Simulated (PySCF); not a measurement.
Species: (NaH)4 ring, Na4H4.
Structure used (PBE0-D3(BJ)/def2-SVP), in Å, numbered top down from 1:
```xyz
8
Na4H4 angstrom
Na    -1.2346   -2.2268   -0.2924
H     -2.5970   -0.7648    0.0913
Na    -2.2284    1.2101    0.4119
H     -0.7554    2.6036    0.5387
Na     1.2344    2.2265    0.2938
H      2.5972    0.7642   -0.0894
Na     2.2285   -1.2098   -0.4133
H      0.7553   -2.6030   -0.5408
```

Computed, not measured: PySCF 2.14.0, PBE0-D3(BJ)/def2-SVP geometry optimisation, gas phase.

(1) Which atoms are bound to Na1, and at what distances?

(2) What is the shape at Na1?

(3) Give some angles away from the centre.

## Answers

(1) 2 atoms: H2 2.035 Å, H8 2.040 Å. The nearest atom not counted as bound is Na7, at 3.61 Å.

(2) Bent: angle 143.9°.

(3) Na1–H2–Na3 127.3°, Na3–H4–Na5 125.0°.

Charge 0, singlet. PBE0-D3(BJ)/def2-SVP frequencies: not computed here.

Hardware: one thread, x86-64 server, on a shared host. Cost: 15 s. That covers the optimisation of the geometry.
